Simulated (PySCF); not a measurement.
## Two-dimensional NMR puzzle

Compound of formula C9H11N. Correlations simulated from computed shifts and the bond graph:

HSQC (one-bond C–H):
| δH | δC |
| --- | --- |
| 7.22 | 132.7 |
| 7.20 | 135.4 |
| 6.81 | 121.6 |
| 6.50 | 117.6 |
| 3.39 | 45.6 |
| 2.84 | 31.4 |
| 1.94 | 26.0 |

COSY cross peaks (H two or three bonds apart, from the bond graph; peaks can be absent where the dihedral angle is near 90°):
| δH | δH |
| --- | --- |
| 7.22 | 6.81 |
| 7.22 | 6.50 |
| 7.20 | 6.81 |
| 3.39 | 1.94 |
| 2.84 | 1.94 |

HMBC (two and three bonds, from the bond graph):
| δH | δC |
| --- | --- |
| 7.22 | 148.8, 135.4, 121.6, 117.6 |
| 7.20 | 148.8, 132.7, 122.9, 121.6, 31.4 |
| 6.81 | 135.4, 132.7, 122.9, 117.6 |
| 6.50 | 148.8, 132.7, 122.9, 121.6 |
| 3.39 | 148.8, 31.4, 26.0 |
| 2.84 | 148.8, 135.4, 122.9, 45.6, 26.0 |
| 1.94 | 122.9, 45.6, 31.4 |

Carbons without hydrogens: δ 148.8, 122.9.

Isolated molecule, single conformer, no relativistic terms, equivalent nuclei averaged. GIAO PBE0/pcSseg-1 shieldings; GFN2-xTB structure; PySCF 2.14.0 with density-fitted response routines.

References, each an isolated molecule treated in the same way: TMS for $^{1}$H (31.72 ppm), $^{13}$C (186.93 ppm).

Exchangeable hydrogens are left out of these lists.

**Question.** Work out the connectivity.

**Answer.** `InChI=1S/C9H11N/c1-2-6-9-8(4-1)5-3-7-10-9/h1-2,4,6,10H,3,5,7H2`.

Atoms are numbered as in `[cH:1]1[cH:2][cH:3][c:4]2[c:5]([cH:6]1)[CH2:7][CH2:8][CH2:9][NH:10]2`. Each H is labelled by its parent atom.

1. δC 148.8 is C4, an aromatic carbon bearing nitrogen.
2. δC 135.4 is C6, an aromatic CH (δH 7.20).
3. δC 132.7 is C2, an aromatic CH (δH 7.22).
4. δC 122.9 is C5, a substituted aromatic carbon.
5. δC 121.6 is C1, an aromatic CH (δH 6.81).
6. δC 117.6 is C3, an aromatic CH (δH 6.50).
7. δC 45.6 is C9, an sp3 CH2 bonded to N (δH 3.39).
8. δC 31.4 is C7, an sp3 CH2 on an aromatic ring (δH 2.84).
9. δC 26.0 is C8, an sp3 CH2 in a ring (δH 1.94).
10. HMBC from δH 7.22 reaches the proton-free carbon C4.
11. HMBC from δH 7.20 reaches the proton-free carbons C4, C5.
12. HMBC from δH 6.81 reaches the proton-free carbon C5.
13. HMBC from δH 6.50 reaches the proton-free carbons C4, C5.
14. COSY links 7.22–6.81, 7.22–6.50, 7.20–6.81, 3.39–1.94, 2.84–1.94.

The data come from this structure; uniqueness wasn't tested.

OH and NH positions are those of a molecule without intermolecular hydrogen bonds; in solution they move with solvent, concentration and temperature, and exchange usually removes their couplings. Shifts are as computed. Against solution values, carbons near 30 ppm lie about +3 ppm off and those near 130 ppm about +5 ppm. Of 1211 compounds with measured shifts, 218 miss one by over three times the rms of a fit or turn the order of signals round; such compounds aren't used in these exercises.
